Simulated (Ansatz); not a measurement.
System: Si₂H₄ (charge 0, singlet). 
Structure (B3LYP-D3(BJ)/def2-TZVP (Ansatz, a first-principles code) minimum search):
```
Si
H 1 1.4846
H 1 1.4893 2 107.80
H 1 1.4893 2 107.80 3 -116.32
Si 1 2.3971 2 114.30 3 121.84
H 5 1.5236 1 88.28 2 -180.00
```
Charge 0, spin multiplicity 1.

Basis-set convergence of Hartree-Fock and CCSD(T) correlation energies (hartree) with Ansatz. Valence correlation only, unless marked. No spin-orbit coupling. Non-relativistic.

The Hartree-Fock reference is unstable (checked in the largest basis), which strains HF and MP2. 

| basis | functions | E(HF) | E(corr, CCSD(T)) |
|---|---|---|---|
| aug-cc-pV(D+d)Z | 100 | -580.12632 | -0.25355 |
| aug-cc-pV(T+d)Z | 202 | [?] | [?] |

### Question
Fill in the missing entries.

### Answer

- aug-cc-pV(T+d)Z, E(HF): -580.14614
- aug-cc-pV(T+d)Z, E(corr, CCSD(T)): -0.29265
